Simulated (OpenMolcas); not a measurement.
## Ru2+: moving or changing the point charges

Ru2+ among 8 point charges of -1.2 e arranged as a cube (Oh), 1.87 Å from the ion. The active orbitals were held to one l.

```yaml
Program: OpenMolcas
Method: CASSCF
Basis: ANO-RCC-VTZP [7s6p4d2f1g]
Scalar_Hamiltonian: DKH2, point nucleus
Active_space: 6 electrons in 5 orbitals (4d)
State_averaging: 2S+1 = 5 even, 5 roots; 2S+1 = 3 even, 45 roots; 2S+1 = 1 even, 50 roots
Spin-orbit_coupling: RASSI with atomic mean-field integrals over the reference wave functions
```

Runs around this geometry, states (labels of O, the rotations of Oh). Energies in cm-1 above the lowest state or level, χT in cm3 K/mol.

```csv
R (Å),Ground state,First state of that spin,First gap with spin-orbit (degeneracies),χT at 300 K,First state of another spin
1.72,5E,5T2 19238,"61.0 (1, 3)",3.111,3T1 6372
1.87,5E,5T2 12299,"58.9 (1, 3)",3.268,3T1 10238
1.99,5E,5T2 8878,"62.2 (1, 3)",3.403,3T1 12544
```

Taking the first state of the same spin as R^-n, n = -ln(8878 / 19238) / ln(1.99 / 1.72) = 5.3 between the shortest and longest distance.

An orbital doublet at a regular site is open to a Jahn-Teller distortion, which this geometry leaves out. Without dynamic correlation the repulsion within the d shell is too large (B by tens of per cent), so at a given field states of lower spin stand too high. Point charges give a weaker field than real ligands, and real ions of this kind are as a rule low spin; the high spin found here belongs to the model. Point charges carry no covalency, so the field is a model and not that of real ligands. No measured value stands beside these numbers.
